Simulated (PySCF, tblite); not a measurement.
Isomers of C6H12P2. Level: GFN2-xTB in tblite, geometry and Hessian alike; calculated harmonic values, unscaled, isolated species. This tight-binding method is rough: wavenumbers can miss measured ones by several per cent, in bad cases by 10 to 20. Modes of hydrogen on phosphorus can be 10 to 20 % off. One conformer each.

Electronic energies: PBE0/pcSseg-1 single points on the GFN2-xTB geometries (PySCF, gas phase).

| SMILES | electronic energy, lowest = 0 (kJ/mol) |
| --- | --- |
| C#CP(P)C(C)(C)C | 103.9 |
| CC1=CP1CP(C)C | 83.9 |
| PCPC1=CCCC1 | 0.0 |

Q: How do GFN2-xTB zero-point energies change the relative energies?

A: 
```tsv
SMILES	ZPE (kJ/mol)	of it from modes above 1550 cm⁻¹	electronic (kJ/mol)	with ZPE, lowest = 0 (kJ/mol)	lowest mode (cm⁻¹)	rings
PCPC1=CCCC1	417.2	211.0	0.0	0.0	42	1
CC1=CP1CP(C)C	415.8	226.0	83.9	82.5	25	1
C#CP(P)C(C)(C)C	413.2	222.4	103.9	100.0	46	0
```

The zero-point energies span 4.0 kJ/mol, from `C#CP(P)C(C)(C)C` to `PCPC1=CCCC1`. The order is unchanged.

Q: And how do the electronic energies of GFN2-xTB itself compare?

A: `PCPC1=CCCC1` 0.0; `CC1=CP1CP(C)C` 144.0; `C#CP(P)C(C)(C)C` 69.9 kJ/mol, lowest = 0. Against the energies above, taken from the same isomer `PCPC1=CCCC1`, the largest difference is 60.1 kJ/mol.
